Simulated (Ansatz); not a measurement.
[ZnF4]2- (ZnF₄²⁻). The state is a triplet with charge -2. Geometry PBE0-D4/def2-SVPD, that of the charge -2 singlet; atoms count from 1.

Cartesian coordinates in Å:
```
Zn 0.000 0.000 0.000
F -1.825 0.025 0.701
F 0.339 -1.716 -0.873
F 1.266 0.245 1.470
F 0.220 1.446 -1.297
```

A multiply charged anion in the gas phase is held together partly by the finite basis. The highest occupied level of the charge -2 triplet lies above zero (up to 4.46 eV). By energy differences it is unbound by 3.77 eV (vertical, to the charge -1 doublet, at PBE0-D4/def2-TZVPD) and held by the finite basis. At PBE0-D4/def2-TZVPD a singlet of charge -2 lies 4.97 eV below the triplet at the same geometry.

Question: Estimate the Mulliken populations from the PBE0/def2-TZVPD orbitals of Ansatz.

Answer: 
```tsv
atom	charge (e)	spin (α − β)	d electrons
Zn1	-0.08	1.08	9.94
F2	-0.48	0.23	–
F3	-0.48	0.23	–
F4	-0.48	0.23	–
F5	-0.48	0.23	–
```
Mulliken values and Mayer orders depend strongly on the basis. With diffuse functions, as here, like atoms can get unlike values, and bond orders can come out too low or too high.

Question: Where does the spin sit?

Answer: Summed by element: Zn 1.08, F 0.92, of 2 unpaired in all. Largest on single atoms: Zn1 1.08, F4 0.23, F2 0.23.

Question: And the Mayer bond orders between bonded heavy atoms (over 0.3)?

Answer: Zn1–F2 0.44 (1.96 Å); Zn1–F3 0.44 (1.96 Å); Zn1–F4 0.44 (1.96 Å); Zn1–F5 0.44 (1.96 Å).
